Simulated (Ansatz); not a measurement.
Species: sum formula Si2H2Cl3 (charge 0, doublet). It need not be the lowest isomer of its formula. SMILES: [SiH2][Si](Cl)(Cl)Cl
Geometry from a B3LYP-D3(BJ)/def2-TZVP (Ansatz, a quantum-chemistry and plane-wave program) optimisation:
```xyz
7

Si     2.2445    -0.2018     0.4872
Si    -0.0134     0.0025    -0.0001
Cl    -0.5248    -0.8375    -1.8085
Cl    -1.1215    -0.9237     1.4605
Cl    -0.5287     1.9899    -0.0599
H      2.6550    -1.6213     0.6105
H      3.0869     0.5233    -0.4944
```
Charge 0, spin multiplicity 2.

Computed values are from Ansatz. Correlated levels leave the core frozen unless marked. Open shells are spin-unrestricted. Spin-orbit coupling is left out. Non-relativistic. Basis-set limits of correlation are two-point, X^-3; Hartree-Fock from the larger set.

```json
{
  "atomisation energy De": "2062.1 kJ/mol at CCSD(T)/CBS(cc-pV(T+d)Z,cc-pV(Q+d)Z)",
  "total_energy": "-1958.7859 Eh at CCSD(T)/CBS(cc-pV(T+d)Z,cc-pV(Q+d)Z)",
  "dipole_moment": "1.61 D at CCSD(T)/aug-cc-pV(D+d)Z",
  "T1 diagnostic": "0.012 at CCSD/cc-pV(Q+d)Z"
}
```
